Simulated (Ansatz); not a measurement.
Reaction (redistribution): `N[SiH]([SeH])Br` + `O=[CH][GeH2][SiH3]` → `N[SiH]([SiH3])Br` + `O=[CH][GeH2][SeH]`

Computed with Ansatz on PBE0-D4/def2-TZVP structures; ΔE is electronic, products minus reactants. CCSD(T)/CBS adds triple-zeta CCSD(T) − MP2 to the extrapolated MP2 energy (def2 sets, frozen cores). For Br, Ge, Se outer-core shells are correlated without core-valence functions, which leaves a few kJ/mol of doubt a bond. Scalar relativity is left out up to krypton. One conformer a species, not always the lowest.

`N[SiH]([SeH])Br`:

```xyz
8

N    -0.987    0.796   -0.717
Si    0.257   -0.253   -0.235
Se   -0.483   -1.212    1.680
Br    2.248    0.691    0.167
H    -1.047    1.106   -1.674
H    -1.365    1.474   -0.075
H     0.503   -1.193   -1.347
H     0.875   -1.409    2.200
```

`O=[CH][GeH2][SiH3]`:

Z-matrix (Å, degrees):
```
Ge
C 1 2.009
Si 1 2.382 2 108.8
H 1 1.535 2 108.1 3 121.5
H 1 1.541 2 107.9 3 -119.5
O 2 1.198 1 122.9 3 -94.8
H 2 1.116 1 117.0 3 83.9
H 3 1.487 1 109.3 2 -57.2
H 3 1.485 1 109.5 2 62.4
H 3 1.486 1 110.2 2 -177.1
```

`N[SiH]([SiH3])Br`:

Cartesian coordinates in Å:
```
N 1.553 0.724 -0.548
Si 0.563 -0.053 0.604
Si -1.462 -0.679 -0.375
Br 0.002 1.228 2.375
H 1.175 1.455 -1.130
H 2.525 0.894 -0.343
H 1.349 -1.170 1.179
H -2.372 -1.233 0.660
H -2.088 0.528 -0.982
H -1.246 -1.695 -1.439
```

`O=[CH][GeH2][SeH]`:

Cartesian coordinates in Å:
```
O 1.231 -1.700 1.028
C 0.524 -1.321 0.138
Ge 0.357 0.618 -0.357
Se -1.934 1.169 -0.313
H -0.108 -2.039 -0.435
H 0.778 0.839 -1.819
H 1.178 1.470 0.619
H -2.026 0.964 1.139
```

```
             species  HF/def2-QZVPP energy (Eh)
   `N[SiH]([SeH])Br`                -5318.23515
`O=[CH][GeH2][SiH3]`                -2480.60644
  `N[SiH]([SiH3])Br`                -3208.42334
 `O=[CH][GeH2][SeH]`                -4590.41208
```

Q: Work out ΔE.

A: ΔE = (-3208.42334) + (-4590.41208) − (-5318.23515) − (-2480.60644) = 0.00617 Eh = +16.2 kJ/mol. CCSD(T)/CBS gives +27.4 kJ/mol.

Largest T1 diagnostic among the species: 0.015.

In def2-TZVPP, CCSD(T) changes the Hartree–Fock value by +7.6 kJ/mol (the triples alone add +0.6 kJ/mol) and MP2 by +11.7 kJ/mol.
